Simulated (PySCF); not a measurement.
Fractional electron number in Cr⁺ (chromium, charge +1)

The 3d alpha orbital of [Ar] 3d5 is emptied in steps (occupation f), with all orbitals relaxed, ending at [Ar] 3d4. Calculation: PySCF 2.14, in x2c-TZVPall (6s5p4d1f, 48 functions); the spin-free X2C one-electron Hamiltonian (Gaussian nucleus). The exact energy is a straight line in f; departures are measured from the line between the end points of the same method.

| f | BLYP (eV) |
| --- | --- |
| 1 | 0.000 |
| 0.9 | -0.563 |
| 0.7 | -1.336 |
| 0.5 | -1.616 |
| 0.3 | -1.378 |
| 0.1 | -0.599 |
| 0 | 0.000 |

```csv
method,E(f=0) − E(f=1) (eV),−ε at f=1 (eV),−ε at f=0.5 (eV)
BLYP,16.927,10.728,16.802
```

Orbital energy along the path (eV):

```tsv
f	BLYP
1	-10.728
0.9	-11.874
0.7	-14.272
0.5	-16.802
0.3	-19.452
0.1	-22.211
0	-23.628
```

Reference removal energy between the ground levels: 16.486 eV (measured; NIST Atomic Spectra Database, ionization energies). The calculation has no spin-orbit coupling. The determinant left behind need not be the lowest term of the ion.
